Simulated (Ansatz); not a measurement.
Z-matrix (Å, degrees):
```
Si
S 1 2.093
Ge 1 2.290 2 63.4
F 1 1.594 2 117.6 3 112.0
H 1 1.476 2 118.6 3 -117.2
H 3 1.531 1 122.4 2 92.8
H 3 1.532 1 124.7 2 -92.0
```

The species carries charge 0 and has multiplicity 1.

(1) List the PBE0/def2-TZVPP orbital energies in eV (the Gaussian-basis code of Ansatz). (An estimate is asked.)

Answers

(1) Ansatz gave: Occupied: -10860.63, -2422.32, -1804.36, -1358.90, -1208.74, -1208.69, -1208.68, -674.17, -217.65, -171.61, -161.44, -161.42, -161.33, -146.51, -121.48, -121.34, -121.34, -101.20, -101.19, -101.14, -34.28, -34.22, -34.22, -34.13, -34.11, -33.53, -20.59, -15.55, -15.16, -13.12, -12.83, -12.43, -10.61, -10.37, -9.10, -7.72, -7.38. Lowest empty: -0.76, -0.46, -0.38, 0.64, 0.92, 1.93, 2.91, 3.55.
